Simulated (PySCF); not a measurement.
Ge(H)3(tBu) (C₄H₁₂Ge), SMILES [C](C)(C)([GeH3])C.

Coordinates come from a PBE0-D3(BJ)/def2-SVP optimisation. The isomer is the one that the SMILES or the coordinates give; other isomers of the formula were not compared.

All values below come from ωB97X/def2-TZVP (PySCF).

Symmetry labels are those of the subgroup Cs that the program uses (full group C3v).

Q: List the valence orbital energies around the gap with their symmetry. (Estimate from the structure and the level; the computed values follow.)

A: 
| orbital | symmetry | energy (eV) |
|---|---|---|
| HOMO−7 | A" | -13.56 |
| HOMO−6 | A' | -13.56 |
| HOMO−5 | A" | -12.85 |
| HOMO−4 | A' | -11.95 |
| HOMO−3 | A" | -11.95 |
| HOMO−2 | A' | -11.64 |
| HOMO−1 | A" | -11.64 |
| HOMO | A' | -9.97 |
| LUMO | A' | 2.48 |
| LUMO+1 | A' | 3.41 |
| LUMO+2 | A' | 3.66 |
| LUMO+3 | A" | 3.66 |
